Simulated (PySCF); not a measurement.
**Ionisation energy of Zn by level of theory**

Zn [Ar] 3d10 4s2 (1S) → Zn+ [Ar] 3d10 4s1 (2S), as a difference of total energies. Computed with PySCF 2.14 in x2c-TZVPall (6s5p4d1f, 48 functions), with scalar relativity by spin-free X2C-1e. Correlated levels: valence: [Ar] frozen. The calculations carry no spin-orbit coupling.

```
           method  ionisation energy (eV)  error (eV)
              UHF                   7.791      -1.603
            B3LYP                   9.630      +0.236
              PBE                   9.621      +0.227
    MP2 (valence)                   8.939      -0.455
SCS-MP2 (valence)                   8.971      -0.423
   CCSD (valence)                   9.065      -0.329
CCSD(T) (valence)                   9.163      -0.231
```

Reference: 9.394 eV (measured; NIST Atomic Spectra Database, ionization energies).

Errors of the correlated levels include the incompleteness of this basis and the frozen core.
